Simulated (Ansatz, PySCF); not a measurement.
Reaction 2 R1 → P1, each structure at its B3LYP-D3(BJ)/def2-TZVP stationary point, reached from a drawn start (curvature not checked).
P1: H2 (SMILES [H][H]), charge 0, multiplicity 1.
R1: H atom, charge 0, multiplicity 2.

```json
[
 {"level": "SVWN5/def2-TZVPP", "reaction energy (kcal/mol)": "-113.12", "minus CCSD(T)/CBS(cc-pVTZ, cc-pVQZ)": "-3.55"},
 {"level": "PBE/def2-TZVPP", "reaction energy (kcal/mol)": "-104.73", "minus CCSD(T)/CBS(cc-pVTZ, cc-pVQZ)": "4.84"},
 {"level": "B97M-V/def2-TZVPP", "reaction energy (kcal/mol)": "-107.88", "minus CCSD(T)/CBS(cc-pVTZ, cc-pVQZ)": "1.68"},
 {"level": "BHLYP/def2-TZVPP", "reaction energy (kcal/mol)": "-108.54", "minus CCSD(T)/CBS(cc-pVTZ, cc-pVQZ)": "1.03"},
 {"level": "M06-2X/def2-TZVPP", "reaction energy (kcal/mol)": "-108.29", "minus CCSD(T)/CBS(cc-pVTZ, cc-pVQZ)": "1.27"},
 {"level": "CAM-B3LYP/def2-TZVPP", "reaction energy (kcal/mol)": "-109.16", "minus CCSD(T)/CBS(cc-pVTZ, cc-pVQZ)": "0.41"},
 {"level": "wB97X-V/def2-TZVPP", "reaction energy (kcal/mol)": "-107.70", "minus CCSD(T)/CBS(cc-pVTZ, cc-pVQZ)": "1.86"},
 {"level": "wB97M-V/def2-TZVPP", "reaction energy (kcal/mol)": "-108.63", "minus CCSD(T)/CBS(cc-pVTZ, cc-pVQZ)": "0.94"},
 {"level": "B2PLYP/def2-TZVPP", "reaction energy (kcal/mol)": "-108.37", "minus CCSD(T)/CBS(cc-pVTZ, cc-pVQZ)": "1.19"},
 {"level": "MP2/cc-pVDZ", "reaction energy (kcal/mol)": "-98.26", "minus CCSD(T)/CBS(cc-pVTZ, cc-pVQZ)": "11.31"},
 {"level": "MP2/cc-pVTZ", "reaction energy (kcal/mol)": "-103.54", "minus CCSD(T)/CBS(cc-pVTZ, cc-pVQZ)": "6.03"},
 {"level": "MP2/cc-pVQZ", "reaction energy (kcal/mol)": "-104.58", "minus CCSD(T)/CBS(cc-pVTZ, cc-pVQZ)": "4.99"},
 {"level": "SCS-MP2/cc-pVDZ", "reaction energy (kcal/mol)": "-101.57", "minus CCSD(T)/CBS(cc-pVTZ, cc-pVQZ)": "7.99"},
 {"level": "SCS-MP2/cc-pVTZ", "reaction energy (kcal/mol)": "-107.51", "minus CCSD(T)/CBS(cc-pVTZ, cc-pVQZ)": "2.05"},
 {"level": "SCS-MP2/cc-pVQZ", "reaction energy (kcal/mol)": "-108.73", "minus CCSD(T)/CBS(cc-pVTZ, cc-pVQZ)": "0.83"},
 {"level": "CCSD/cc-pVQZ", "reaction energy (kcal/mol)": "-109.13", "minus CCSD(T)/CBS(cc-pVTZ, cc-pVQZ)": "0.44"},
 {"level": "CCSD(T)/cc-pVDZ", "reaction energy (kcal/mol)": "-103.49", "minus CCSD(T)/CBS(cc-pVTZ, cc-pVQZ)": "6.08"},
 {"level": "CCSD(T)/cc-pVTZ", "reaction energy (kcal/mol)": "-108.38", "minus CCSD(T)/CBS(cc-pVTZ, cc-pVQZ)": "1.19"},
 {"level": "CCSD(T)/cc-pVQZ", "reaction energy (kcal/mol)": "-109.13", "minus CCSD(T)/CBS(cc-pVTZ, cc-pVQZ)": "0.44"},
 {"level": "CCSD(T)/CBS(cc-pVTZ, cc-pVQZ)", "reaction energy (kcal/mol)": "-109.57", "minus CCSD(T)/CBS(cc-pVTZ, cc-pVQZ)": "0.00"}
]
```

 The comparison column counts from a level with limits of its own.

P less R. No zero-point or thermal terms.

CBS: X⁻³ extrapolation of the correlation energy, Hartree–Fock from the larger set.

Run with Ansatz (Gaussian basis) for Hartree–Fock, density functionals and correlated methods; PySCF for M06-2X. Each number belongs to the level named beside it.

Ansatz is an electronic-structure program.
